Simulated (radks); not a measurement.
Results of a calculation; reference values are marked as such.
Trend from Rb2+ to Xe2+: ionisation energy by Delta-SCF between NIST ground configurations, and size. Level of theory: Dirac Kohn-Sham, LDA (Slater exchange, Perdew-Wang correlation), spin-unpolarised, spherical densities, finite nucleus; open shells fill j = l - 1/2 first; Fermi nuclear charge, rms radius of each element as measured or else 0.836 A^(1/3) + 0.57 fm (a radial shooting solver on a logarithmic mesh with Libxc functionals).

species,configuration,IE (eV),NIST (eV),kind,-e(HOMO) (eV),outermost,<r> outermost (bohr)
Rb2+,[Ar] 3d10 4s2 4p5,39.946,39.247,semi-emp.,33.532 (4p3/2),4p3/2,1.65
Sr2+,[Kr],42.988,42.884,exp.,36.260 (4p3/2),4p3/2,1.56
Zr2+,[Kr] 4d2,22.891,23.170,semi-emp.,17.565 (4d3/2),4d3/2,2.00
Nb2+,[Kr] 4d3,25.010,25.040,semi-emp.,19.380 (4d3/2),4d3/2,1.85
Mo2+,[Kr] 4d4,27.043,27.1,semi-emp.,21.118 (4d3/2),4d3/2,1.72
Tc2+,[Kr] 4d5,28.707,29.550,semi-emp.,22.532 (4d5/2),4d5/2,1.63
Ru2+,[Kr] 4d6,30.612,28.470,semi-emp.,24.157 (4d5/2),4d5/2,1.54
Rh2+,[Kr] 4d7,32.483,31.060,semi-emp.,25.752 (4d5/2),4d5/2,1.45
Pd2+,[Kr] 4d8,34.325,32.930,semi-emp.,27.324 (4d5/2),4d5/2,1.38
Ag2+,[Kr] 4d9,36.145,34.8,semi-emp.,28.878 (4d5/2),4d5/2,1.32
Cd2+,[Kr] 4d10,37.947,37.47,exp.,30.417 (4d5/2),4d5/2,1.26
In2+,[Kr] 4d10 5s1,28.734,28.044,exp.,24.117 (5s1/2),5s1/2,2.32
Sn2+,[Kr] 4d10 5s2,31.445,30.506,exp.,26.523 (5s1/2),5s1/2,2.20
Sb2+,[Kr] 4d10 5s2 5p1,25.410,25.324,exp.,20.930 (5p1/2),5p1/2,2.43
Te2+,[Kr] 4d10 5s2 5p2,27.887,27.84,exp.,23.139 (5p1/2),5p1/2,2.28
I2+,[Kr] 4d10 5s2 5p3,28.992,29.57,exp.,24.154 (5p3/2),5p3/2,2.23
Xe2+,[Kr] 4d10 5s2 5p4,31.314,31.05,semi-emp.,26.240 (5p3/2),5p3/2,2.11

Reference values: NIST Atomic Spectra Database (exp. = measured, semi-emp. = semi-empirical, theory = theoretical value adopted there). Spin polarisation and multiplet splitting are left out, so open shells lie too high by an amount that depends on their filling.

Beside tabulated values, note that spin-unpolarised runs miss the spin-polarisation part of the exchange energy of open shells.
